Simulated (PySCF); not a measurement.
Species: C6H7F3.
Bonds: C1–C2 (double), C2–C3, C3–C4 (double), C3–C5, C5–C6, C6–F7, C6–F8, C6–F9. Hydrogens: H10, H11 on C1; H12 on C2; H13, H14 on C4; H15, H16 on C5.

The same species was optimised twice, with GFN2-xTB and with PBE0-D3(BJ)/def2-SVP (PySCF), and the same property calculations (PySCF, gas phase) were run on both structures.

```csv
coordinate,GFN2-xTB,PBE0-D3(BJ)/def2-SVP,change
C3=C4 (Å),1.333,1.344,+0.011
C1=C2 (Å),1.328,1.339,+0.011
C2–C3 (Å),1.456,1.464,+0.008
C6–F7 (Å),1.346,1.339,-0.007
C5–C6 (Å),1.518,1.512,-0.006
C6–F8 (Å),1.341,1.335,-0.006
C6–F9 (Å),1.339,1.336,-0.003
C3–C5 (Å),1.511,1.507,-0.004
C3–C5–C6 (°),110.8,114.5,+3.7
F7–C6–F9 (°),106.1,107.2,+1.1
C5–C6–F7 (°),111.5,110.4,-1.1
F7–C6–F8 (°),106.2,107.3,+1.1
C5–C6–F8 (°),112.4,111.6,-0.8
C2–C3–C4 (°),120.8,120.0,-0.8
C5–C6–F9 (°),113.5,112.7,-0.8
F8–C6–F9 (°),106.5,107.3,+0.8
C1–C2–C3–C4 (°),-179,178,-3
C2–C3–C5–C6 (°),86,88,+2
C3–C5–C6–F7 (°),176,179,+3
```

Rotational constants: A = 2448, B = 1281, C = 1013 MHz (GFN2-xTB) against A = 2446, B = 1248, C = 989.4 MHz (PBE0-D3(BJ)/def2-SVP). Point groups within 0.08 Å: C1 and C1. Atoms that the bonding makes alike are paired by their places after alignment.

On the GFN2-xTB structure: HOMO (eV) -7.09 [PBE0/pcSseg-1]; LUMO (eV) -1.14 [PBE0/pcSseg-1]; dipole (D) 2.21 [PBE0/pcSseg-1]; GIAO shielding of C1 (ppm) 63.4 [PBE0/pcSseg-1]; GIAO shielding of C2 (ppm) 42.0 [PBE0/pcSseg-1]; GIAO shielding of C3 (ppm) 41.9 [PBE0/pcSseg-1]; GIAO shielding of C4 (ppm) 54.9 [PBE0/pcSseg-1]; GIAO shielding of C5 (ppm) 146.8 [PBE0/pcSseg-1]; GIAO shielding of C6 (ppm) 52.2 [PBE0/pcSseg-1]; GIAO shielding of F7/F8/F9 (mean) (ppm) 251.3 [PBE0/pcSseg-1].

Task: What do these properties become on the PBE0-D3(BJ)/def2-SVP structure?

Result: 
| property | level | on GFN2-xTB | on PBE0-D3(BJ)/def2-SVP | change |
| --- | --- | --- | --- | --- |
| HOMO (eV) | PBE0/pcSseg-1 | -7.09 | -7.05 | +0.04 |
| LUMO (eV) | PBE0/pcSseg-1 | -1.14 | -1.18 | -0.04 |
| dipole (D) | PBE0/pcSseg-1 | 2.21 | 2.10 | -0.11 |
| energy, GFN2-xTB geometry as zero (kcal/mol) | PBE0/pcSseg-1 | 0.0 | -0.8 | -0.8 |
| GIAO shielding of C1 (ppm) | PBE0/pcSseg-1 | 63.4 | 60.3 | -3.1 |
| GIAO shielding of C2 (ppm) | PBE0/pcSseg-1 | 42.0 | 38.4 | -3.6 |
| GIAO shielding of C3 (ppm) | PBE0/pcSseg-1 | 41.9 | 40.0 | -1.9 |
| GIAO shielding of C4 (ppm) | PBE0/pcSseg-1 | 54.9 | 51.3 | -3.6 |
| GIAO shielding of C5 (ppm) | PBE0/pcSseg-1 | 146.8 | 146.3 | -0.5 |
| GIAO shielding of C6 (ppm) | PBE0/pcSseg-1 | 52.2 | 54.0 | +1.8 |
| GIAO shielding of F7/F8/F9 (mean) (ppm) | PBE0/pcSseg-1 | 251.3 | 256.3 | +5.0 |

The heavy atoms differ by 0.055 Å rms after alignment (one structure mirrored). Among bonds between heavy atoms C1=C2 and C3=C4 change most and about equally (+0.011 Å). Changes are differences of the printed values. Neither structure is proved a minimum here.

The values belong to the conformer `[CH2:1]=[CH:2][C:3](=[CH2:4])[CH2:5][C:6]([F:7])([F:8])[F:9]`: C1–C2–C3–C4 178°, C2–C3–C5–C6 88°, C3–C5–C6–F7 179°.
